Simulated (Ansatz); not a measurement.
Ansatz (a first-principles code) input (B3LYP/6-31G* with LANL2DZ past Ar): The .json file joins the Basis Set Exchange's 6-31G* for atoms up to Ar and LANL2DZ past it.

Ansatz 0.2 input:
```yaml
crystal:
  periodic: [false, false, false]
  atoms:
    - {symbol: Te, position_ang: [-0.00086680, 0.04361542, -0.00046732]}
    - {symbol: H, position_ang: [-1.16745396, -1.15771779, 0.00585204]}
    - {symbol: H, position_ang: [1.21252752, -1.11028381, 0.01844861]}
basis:
  gaussian:
    orbitals: 6-31Gs+LANL2DZ.json
hamiltonian:
  xc: {name: B3LYP}
total_charge: 1
magnetization: {spin_polarized: true, initial_magnetization: 1}
phonons: {temperatures: {t_min: 298.15, t_max: 298.15, t_step: 100}}
```

Task: Which harmonic wavenumbers does it give?

Result: 938, 2048, 2067 cm⁻¹ (unscaled; negative means imaginary).
